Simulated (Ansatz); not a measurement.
Ideal-gas functions of CH3BClFSe, SMILES `C[Se]B(F)Cl` at 400 K and 1 bar, from an Ansatz frequency run at PBE0-D4/def2-TZVP.

Molar mass 159.26 g/mol, point group Cs (symmetry number 1), electronic degeneracy 1, moments of inertia 137.34, 295.419, 429.541 u Å². Harmonic wavenumbers (cm⁻¹, unscaled): 93, 106, 158, 254, 307, 483, 483, 618, 922, 932, 957, 1309, 1314, 1460, 1463, 3088, 3190, 3199.

Use S(trans) = R[1.5 ln M + 2.5 ln T − 1.1517]; rotational temperatures θ = 24.2544 K / I; S(rot) = R[ln(√π/σ · √(T³/θAθBθC)) + 1.5]; for each mode x = 1.438777 ν̃/T, S = R[x/(eˣ − 1) − ln(1 − e⁻ˣ)] and H = RT x/(eˣ − 1); 1 cm⁻¹ = 0.0119627 kJ/mol; R = 8.31446 J/(mol·K).

Problem. By hand: the entropy, in J/(mol·K).

Solution. Translation 178.2. Rotation: θ = 0.1766, 0.0821, 0.0565 K, giving 121.5. Vibration, mode by mode: 17.46, 16.38, 13.12, 9.35, 7.90, 4.69, 4.69, 3.20, 1.35, 1.31, 1.22, 0.43, 0.43, 0.27, 0.27, 0.00, 0.00, 0.00, in all 82.1. Electronic 0.0. Sum 381.8 J/(mol·K).

Problem. By hand: H − E and G − E in kJ/mol, counted from the electronic energy.

Solution. Zero-point energy ½ × 20336 × 0.0119627 = 121.6; thermal vibration 16.9; translation, rotation and pV give 4 RT = 13.3. H − E = 151.8 kJ/mol, and G − E = 151.8 − 400 × 381.8/1000 = -0.9 kJ/mol.

Vibration gives 22 % of the entropy, 33.8 J/(mol·K) of it from the modes under 150 cm⁻¹: soft modes count most, and the harmonic formula is weakest for them. The sum counts one conformer and one mirror image; others add a mixing term.
